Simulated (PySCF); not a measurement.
ReO3F, SMILES [O]=[Re](=[O])([F])=[O], multiplicity 1.

Geometry optimised at PBE0-D3(BJ)/def2-SVP. The spin state was assumed, not searched. The def2 effective core potentials stand for the cores of Re; spin–orbit coupling is left out.

The numbers are results of PySCF with TDA-PBE/def2-SVPD, not measurements.

Vertical excitations; the highest root listed may be one member of a degenerate set. The molecule is in vacuum. State labels are in the subgroup Cs.

```
state  symmetry  energy (eV)  λ (nm)      f                                                               main pairs
-----  --------  -----------  ------  -----  -----------------------------------------------------------------------
S1           A'         4.79     259  0.001                 HOMO→LUMO+1, HOMO−1→LUMO, HOMO−2→LUMO+1 (degenerate set)
S2           A"         4.79     259  0.001                   HOMO→LUMO, HOMO−1→LUMO+1, HOMO−2→LUMO (degenerate set)
S3           A"         5.03     246  0.000                                     HOMO−1→LUMO+1 49 %, HOMO−2→LUMO 49 %
S4           A'         5.12     242  0.004                                     HOMO−2→LUMO+1 50 %, HOMO−1→LUMO 50 %
S5           A'         5.26     236  0.008    HOMO−2→LUMO+1, HOMO−1→LUMO, HOMO−3→LUMO, HOMO→LUMO+1 (degenerate set)
S6           A"         5.26     236  0.008    HOMO−2→LUMO, HOMO−1→LUMO+1, HOMO−3→LUMO+1, HOMO→LUMO (degenerate set)
S7           A"         5.71     217  0.000                                                         HOMO→LUMO+2 98 %
S8           A'         5.87     211  0.000                              HOMO−3→LUMO, HOMO−1→LUMO+2 (degenerate set)
S9           A"         5.87     211  0.000                            HOMO−3→LUMO+1, HOMO−2→LUMO+2 (degenerate set)
S10          A'         6.45     192  0.019  HOMO−1→LUMO+2 33 %, HOMO−3→LUMO 18 %, HOMO→LUMO+3 11 %, HOMO−5→LUMO 9 %
T1           A'         4.25     292      0                                             HOMO→LUMO+1 (degenerate set)
T2           A"         4.25     292      0                                               HOMO→LUMO (degenerate set)
T3           A'         4.52     274      0                                     HOMO−1→LUMO 49 %, HOMO−2→LUMO+1 49 %
T4           A"         4.57     271      0                                     HOMO−1→LUMO+1 49 %, HOMO−2→LUMO 48 %
```
Triplets are in the Tamm–Dancoff approximation.
